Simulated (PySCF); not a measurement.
**BeO, CCSD(T): how much the basis matters**

PySCF, RHF reference; singlet, unpaired electrons none; De to Be + O without counterpoise correction. Frozen cores follow the default of each basis and core potential.

| basis | relativity | functions | Re (Å) | ωe (cm⁻¹) | De (eV) | frozen orbitals |
| --- | --- | --- | --- | --- | --- | --- |
| 3-21G | no relativity | 18 | 1.397 | 1379 | 3.31 | 1 |
| x2c-SVPall | spin-free X2C | 23 | 1.370 | 1374 | 3.45 | 1 |
| 6-31G(d,p) | no relativity | 28 | 1.350 | 1424 | 3.88 | 1 |
| x2c-TZVPPall | spin-free X2C | 50 | 1.346 | 1433 | 4.04 | 1 |

**Question.** How does each smaller set differ from the one with most functions, x2c-TZVPPall?

**Answer.** 3-21G: +5.1 pm, -3.8 % in ωe, -0.73 eV in De; x2c-SVPall: +2.4 pm, -4.1 % in ωe, -0.59 eV in De; 6-31G(d,p): +0.4 pm, -0.6 % in ωe, -0.16 eV in De. All at CCSD(T); the set with most functions is neither the basis-set limit nor always the best. The rows treat relativity differently, so the differences are not basis effects alone.

Measured (Huber and Herzberg, Constants of Diatomic Molecules (1979)): Re = 1.3309 Å, ωe = 1487.32 cm⁻¹. Correlated steps freeze 1 core orbital. Correlated levels converge slowly with the basis: in double zeta they bind strong bonds too weakly, by up to about 1 eV, and carry superposition errors of some tenths. Where the molecule has an RHF reference, its open-shell atoms are computed with UHF. The CCSD T1 diagnostic is raised in BeO, a sign that a single reference may not be enough there. 3-21G is very small, so such numbers show the basis as much as the molecule.
